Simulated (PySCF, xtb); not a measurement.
SnH3, SMILES [SnH3], multiplicity 2.

Harmonic wavenumbers (cm⁻¹) from GFN2-xTB (xtb) at its own minimum, in rising order: 588, 588, 648, 973, 1345, 1345.

**Question.** What does PySCF 2.14.0 with B3LYP-D3(BJ)/def2-TZVPD give at its own minimum? (An estimate is asked for; the answer gives what the named calculation found.)

**Answer.** 646, 694, 694, 1824, 1869, 1869. Paired by order, the mean absolute difference is 351 cm⁻¹ and the zero-point energies are 7.8 and 10.9 kcal/mol.
